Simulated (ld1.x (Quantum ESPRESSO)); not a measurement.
**u(r) = r·R(r): atom against pseudo-atom (magnesium)**

Columns: radius, all-electron u(r) and pseudo u(r) of the 2p shell (level -46.61 eV) of magnesium in the configuration [He] 2s2 2p6 3s2 3p0; PBE, scalar-relativistic, TM semilocal scheme, ld1.x (Quantum ESPRESSO) 7.5.

| r (bohr) | all-electron | pseudo |
| --- | --- | --- |
| 0.085 | 0.2359 | 0.1095 |
| 0.170 | 0.5996 | 0.3956 |
| 0.255 | 0.8855 | 0.7487 |
| 0.340 | 1.0608 | 1.0438 |
| 0.425 | 1.1398 | 1.2032 |
| 0.510 | 1.1482 | 1.2260 |
| 0.595 | 1.1102 | 1.1620 |
| 0.680 | 1.0443 | 1.0657 |
| 0.765 | 0.9636 | 0.9682 |
| 0.850 | 0.8768 | 0.8770 |
| 0.935 | 0.7894 | 0.7894 |
| 1.020 | 0.7051 | 0.7051 |
| 1.105 | 0.6258 | 0.6258 |
| 1.190 | 0.5527 | 0.5527 |
| 1.275 | 0.4862 | 0.4862 |
| 1.360 | 0.4263 | 0.4263 |
| 1.445 | 0.3727 | 0.3727 |
| 1.530 | 0.3251 | 0.3251 |
| 1.615 | 0.2829 | 0.2829 |
| 1.700 | 0.2459 | 0.2459 |
| 1.785 | 0.2134 | 0.2134 |
| 1.870 | 0.1850 | 0.1850 |
| 1.955 | 0.1604 | 0.1604 |
| 2.040 | 0.1389 | 0.1389 |
| 2.125 | 0.1202 | 0.1202 |
| 2.210 | 0.1040 | 0.1040 |

Task: How many radial nodes do the two functions have?

Result: The all-electron 2p function has n − l − 1 = 0; the pseudo-wave has 0.

Task: At about which radius was the pseudo-wave matched?

Result: 0.95 bohr. The columns agree to 0.0005 from 0.85 bohr on; several derivatives are matched, so the curves merge somewhat inside the radius.

Task: Is the pseudo-wave norm-conserving?

Result: Yes: the TM semilocal scheme keeps the norm inside the radius equal to the all-electron one, which fixes the energy derivative of the logarithmic derivative at the level.
